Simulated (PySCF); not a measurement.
Gas-phase reaction: 2 ZrCl3OH + 2 H2O + ZrO2 ⇌ 3 ZrCl2(OH)2

Computed with PySCF and rigid-rotor harmonic-oscillator thermochemistry at 1 bar. † marks an energy on the PBE0/def2-TZVP geometry and frequencies. CCSD(T) freezes the core. All species are closed-shell singlets. Zr: scalar-relativistic def2 core potential, no spin-orbit coupling. ZrCl3OH, ZrCl2(OH)2: computed as isolated molecules; such fragments, hydroxides, amides, oligomers or adducts are transient or little studied in the gas. CCSD(T) isn't extrapolated to the basis-set limit. Warning, large T1 diagnostic: ZrO2 (CCSD(T)/def2-SVP†).

CCSD(T)/def2-SVP† gives ΔH°(298 K) = -682 kJ.

What do PBE0/def2-QZVP†, LDA/def2-TZVP†, ωB97M-V/def2-TZVP† give?

PBE0/def2-QZVP†: -628 kJ; LDA/def2-TZVP†: -668 kJ; ωB97M-V/def2-TZVP†: -672 kJ. For scale, ΔH°(298 K) is -682 kJ at this level, -672 kJ at ωB97M-V/def2-TZVP†, and runs from -812 to -583 kJ over the 18 levels computed.
